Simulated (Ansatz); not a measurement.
Start from `OB(S)Cl` and change one atom or group to get `COB(O)Cl`.

Ansatz, PBE0-D4/def2-TZVP geometries, multiplicity 1. Each molecule was computed in one conformer, which needn't be the lowest.

```json
{"property": "LUMO energy (PBE0/def2-TZVPP) / eV", "`OB(S)Cl`": "-0.06"}
{"property": "HOMO–LUMO gap (PBE/def2-TZVPP) / eV", "`OB(S)Cl`": "5.66"}
{"property": "HOMO–LUMO gap (B3LYP/def2-TZVPP) / eV", "`OB(S)Cl`": "7.42"}
{"property": "HOMO energy (PBE0/def2-TZVPP) / eV", "`OB(S)Cl`": "-7.93"}
{"property": "LUMO energy (ωB97M-V/def2-TZVPP) / eV", "`OB(S)Cl`": "2.04"}
{"property": "LUMO energy (PBE/def2-TZVPP) / eV", "`OB(S)Cl`": "-1.03"}
```

**Question.** Give the same properties after the change, and the shifts. (Estimate.)

**Answer.** Computed: 
```
                             property  `COB(O)Cl`  shift
   LUMO energy (PBE0/def2-TZVPP) / eV        0.75   0.81
  HOMO–LUMO gap (PBE/def2-TZVPP) / eV        7.27   1.61
HOMO–LUMO gap (B3LYP/def2-TZVPP) / eV        9.09   1.67
   HOMO energy (PBE0/def2-TZVPP) / eV       -8.96  -1.03
LUMO energy (ωB97M-V/def2-TZVPP) / eV        2.09   0.05
    LUMO energy (PBE/def2-TZVPP) / eV       -0.09   0.94
```

With PBE0 the HOMO falls by 1.03 eV and the LUMO rises by 0.81 eV, so the gap widens by about 1.84 eV. PBE moves the HOMO by -0.68 eV and ωB97M-V by -1.25 eV.

B3LYP here is the variant with VWN-RPA as its local correlation; programs differ in this.
